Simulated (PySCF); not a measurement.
MO₂ across the fourth-period p block

Level: PBE0, basis family def2-TZVP, no relativity.

Each entry is the lowest minimum that a search over a few typed start shapes (and spin states, where more than one is plausible) found, or that minimum re-optimised at the stated level; isomers with ligand–ligand bonds, or fragments after loss of a ligand pair, can lie lower. Open shells are unrestricted; no spin–orbit coupling; PySCF with density fitting.

| molecule | 2S+1 | point group | mean bond to the central atom (Å) | polar-tensor charge of the central atom | lowest ω (cm⁻¹) | dipole (D) | gap (eV) |
| --- | --- | --- | --- | --- | --- | --- | --- |
| GeO₂ | 1 | D∞h | 1.613 | 1.11 | 216 | 0.00 | 6.36 |
| AsO₂ | 2 | C2v | 1.626 | 0.65 | 282 | 2.10 | – |
| SeO₂ | 1 | C2v | 1.599 | 1.10 | 385 | 2.80 | 5.09 |

The bond length does not run in one direction; the largest change, -0.027 Å, falls between AsO₂ and SeO₂ among the members listed.

The shape changes along the series: D∞h for GeO₂; C2v for AsO₂ and SeO₂.

Left out of the table are members whose search was unfinished or whose lowest solution was spin-contaminated, unstable, very soft or bonded differently.
